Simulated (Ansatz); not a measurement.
Ansatz (a quantum-chemistry and plane-wave program) input:
A basis named .json is the Basis Set Exchange file of that set.

Ansatz 0.2 input:
```yaml
crystal:
  periodic: [false, false, false]
  atoms:
    - {symbol: B, position_ang: [-0.16197475, 0.57262412, 0.57731798]}
    - {symbol: Cl, position_ang: [0.86030661, -0.48016525, -0.39900935]}
    - {symbol: O, position_ang: [-1.48664439, 0.65267873, 0.50510400]}
    - {symbol: H, position_ang: [-1.92218354, 0.07825887, -0.14426301]}
basis:
  gaussian:
    orbitals: aug-cc-pV_D+d_Z.json
magnetization: {spin_polarized: true, initial_magnetization: 1}
correlation: {method: ccsd_t, electrons: outside_noble_gas}
output: {forces: true}
```

### Question
Which total energy does the run end on?

### Answer
-560.13113 Eh (CCSD(T)/aug-cc-pV(D+d)Z). The basis has 87 functions.

It need not be the lowest isomer of its formula.
